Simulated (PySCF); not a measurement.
Method: PySCF with PBE-D3(BJ)/def2-TZVP // PBE-D3(BJ)/def2-SVP. Isolated molecules, 0 K electronic values unless said otherwise. 

Reference species: [Sc(Cl)3] (neutral, multiplicity 1).

```json
{
 "mean_distance_from_the_central_atom_to_its_bonded_neighbours": "2.271 Å",
 "dipole_moment": "0.06 D",
 "charge on the central atom (Mulliken)": "1.04 e"
}
```

Changed species: [Sc(Cl)(F)2] (2 of 3 Cl replaced by F; the reference has 0 of 3 Cl replaced by F).

**Question.** What does the change do to the mean distance from the central atom to its bonded neighbours, dipole moment and charge on the central atom (Mulliken)?

**Answer.** the mean distance from the central atom to its bonded neighbours falls by 0.291 Å, to 1.980 Å; the dipole moment increases by 0.53 D, to 0.59 D; the charge on the central atom (Mulliken) rises by 0.22 e, to 1.26 e.
